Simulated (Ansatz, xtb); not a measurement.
**Isomers of Cl2GeH2Se2 in order of energy**

4 gas-phase structures of Cl2GeH2Se2, from a drawn sample of its isomers (lower ones may exist). Each was relaxed with GFN2-xTB; where two conformers were screened, the lower at r2SCAN-D4/def2-SVP is listed:

A. `[Cl][Ge]([Cl])([SeH])[SeH]`, a singlet
B. `[Cl][GeH2][Se][Se]Cl`, a singlet
C. `[Cl][GeH]([Cl])[Se][SeH]`, a singlet
D. `Cl[Se][Ge@H]([Cl])[SeH]`, a singlet

Estimate their order in r2SCAN-D4/def2-SVP energy at these geometries, lowest first.

Calculated order at r2SCAN-D4/def2-SVP: A (0.0), C (14.2), D (33.6), B (42.3) kcal/mol.

Energies above the lowest of each column, in kcal/mol; the last columns are at PBE0-D4/def2-SVP geometries and were run for some of them only (a dash: not run or not comparable):

```tsv
structure	GFN2-xTB	HF/STO-3G	r2SCAN-D4/def2-SVP	PBE0-D4/def2-SVP	CCSD(T)/def2-SVP + ΔMP2/def2-TZVPP
A	0.0	0.0	0.0	0.0	0.0
C	4.4	8.3	14.2	14.4	14.9
D	19.2	26.8	33.6	–	–
B	18.8	31.2	42.3	–	–
```

Every level run on A puts it lowest or level with the lowest. Flexible structures stand in one conformer each, not always the lowest. Frequencies (GFN2-xTB) were run for A, C alone. ΔMP2 is the change of the MP2 energy from the smaller to the larger basis.

Over these structures GFN2-xTB departs from r2SCAN-D4/def2-SVP by 7.0 kcal/mol on average once a common shift is removed. A GFN2-xTB relaxation took about 0.51 s and the r2SCAN-D4/def2-SVP energy about 4.2 s on a shared host (Ansatz 0.2.0, xtb 6.7.1).
